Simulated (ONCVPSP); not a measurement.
# LDA (Perdew-Zunger) ONCV dataset for calcium (Ca), scalar-relativistic all-electron reference.

Ca (Z = 20), optimised norm-conserving Vanderbilt (ONCV), made with ONCVPSP 4.0.1 (LDA (Perdew-Zunger), scalar-relativistic). Core [Ne], reference 3s2 3p6 3d0.5 4s1.5. Waves: 3s+4s: rc 1.80 bohr, ncon 4, nbas 7, qcut 6.1 1/bohr, 2 projectors; 3p: rc 1.40 bohr, ncon 4, nbas 7, qcut 5.7 1/bohr, 2 projectors, debl 3.1 Ha; 3d: rc 1.95 bohr, ncon 4, nbas 9, qcut 9.8 1/bohr, 2 projectors, debl 3 Ha. Local part: polynomial inside 1.25 bohr (lpopt 5, dvloc0 0 Ha). Core correction: Teter function, fcfact 2.25, rcfact 1.15.

Q: Does the generator finish with these settings?

A: Yes, a potential is produced and its reference levels are reproduced.

Q: Estimate the cutoffs (Ha) at which the residual kinetic energy of the hardest occupied pseudo-wave falls to 1 and 0.1 mHa per electron.

A: 26 Ha and 32 Ha.

Q: Does the potential have ghost states?

A: No bound ghost flagged; no localised positive-energy state flagged.

Q: Which valence shell sets the plane-wave cutoff?

A: 3d: 26 Ha for 1 mHa per electron, against 14 Ha for 3p.

Its largest configuration-test error is +3.0 meV (3s2 3p6 3d0 4s1). 1 of 4 tests not solved or not reliable.
